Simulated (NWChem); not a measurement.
System meant: C$_{3}$H$_{7}$F; SMILES CC(C)F

NWChem input:

```
start job
memory heap 200 mb stack 900 mb global 1100 mb
geometry units angstroms noautoz
  C     -0.635790     0.104850     1.268004
  C      0.045904    -0.356832     0.000000
  C     -0.635790     0.104850    -1.268004
  F      1.344151     0.127803     0.000000
  H     -0.701989     1.203578     1.289265
  H     -1.653801    -0.306478     1.337805
  H     -0.067721    -0.223487     2.150379
  H      0.120513    -1.460266     0.000000
  H     -0.701989     1.203578    -1.289265
  H     -1.653801    -0.306478    -1.337805
  H     -0.067721    -0.223487    -2.150379
end
basis spherical
  * library def2-svp
end
dft
  xc pbe0
  iterations 4
  mulliken
end
task dft energy
```

End of the output:

```
    Atom       Charge   Shell Charges
 -----------   ------   -------------------------------------------------------
    1 C    6     6.08   1.96  0.58  0.31  1.91  1.26  0.07
    2 C    6     5.91   1.96  0.60  0.29  1.84  1.04  0.18
    3 C    6     6.08   1.96  0.58  0.31  1.91  1.26  0.07
    4 F    9     9.15   1.98  1.02  0.75  3.22  2.17  0.01
    5 H    1     0.97   0.63  0.27  0.07
    6 H    1     0.96   0.63  0.26  0.07
    7 H    1     0.96   0.64  0.26  0.07
    8 H    1     0.98   0.66  0.26  0.06
    9 H    1     0.97   0.63  0.27  0.07
   10 H    1     0.96   0.63  0.26  0.07
   11 H    1     0.96   0.64  0.26  0.07

 center of mass
 --------------
 x =   0.18386385 y =   0.00559452 z =  -0.00000000

 moments of inertia (a.u.)
 ------------------
         222.529658176932           0.000000000000          -0.000000000000
           0.000000000000         374.475533036726           0.000000000000
          -0.000000000000           0.000000000000         205.141431509956

     Multipole analysis of the density
     ---------------------------------

     L   x y z        total         alpha         beta         nuclear
     -   - - -        -----         -----         ----         -------
     0   0 0 0     -0.000000    -17.000000    -17.000000     34.000000

     1   1 0 0     -0.682813     -0.341407     -0.341407     -0.000000
     1   0 1 0     -0.192604     -0.096302     -0.096302      0.000000
     1   0 0 1     -0.000000     -0.000000     -0.000000      0.000000

     2   2 0 0    -20.368243    -59.455234    -59.455234     98.542225
     2   1 1 0     -0.172298      0.746306      0.746306     -1.664909
     2   1 0 1     -0.000000      0.000000      0.000000     -0.000000
     2   0 2 0    -18.283550    -20.512642    -20.512642     22.741734
     2   0 1 1      0.000000      0.000000      0.000000      0.000000
     2   0 0 2    -18.278579    -72.429481    -72.429481    126.580382

 ------------------------------------------------------------------------
 dft energy failed                                                                                  0
 ------------------------------------------------------------------------
 ------------------------------------------------------------------------
  current input line :
    24: task dft energy
 ------------------------------------------------------------------------
 ------------------------------------------------------------------------
 This type of error is most commonly associated with calculations not reaching convergence criteria
 ------------------------------------------------------------------------
 For more information see the NWChem manual at https://nwchemgit.github.io

0:dft energy failed:Received an Error in Communication
```

Problem. What is wrong, and how is it mended?

Solution. The run did not converge; its last values are not results. Cause: the SCF was allowed too few iterations. This input runs:
```
start job
memory heap 200 mb stack 900 mb global 1100 mb
geometry units angstroms noautoz
  C     -0.635790     0.104850     1.268004
  C      0.045904    -0.356832     0.000000
  C     -0.635790     0.104850    -1.268004
  F      1.344151     0.127803     0.000000
  H     -0.701989     1.203578     1.289265
  H     -1.653801    -0.306478     1.337805
  H     -0.067721    -0.223487     2.150379
  H      0.120513    -1.460266     0.000000
  H     -0.701989     1.203578    -1.289265
  H     -1.653801    -0.306478    -1.337805
  H     -0.067721    -0.223487    -2.150379
end
basis spherical
  * library def2-svp
end
dft
  xc pbe0
  iterations 150
  mulliken
end
task dft energy
```
It converges to -217.97335 Ha (PBE0/def2-SVP).
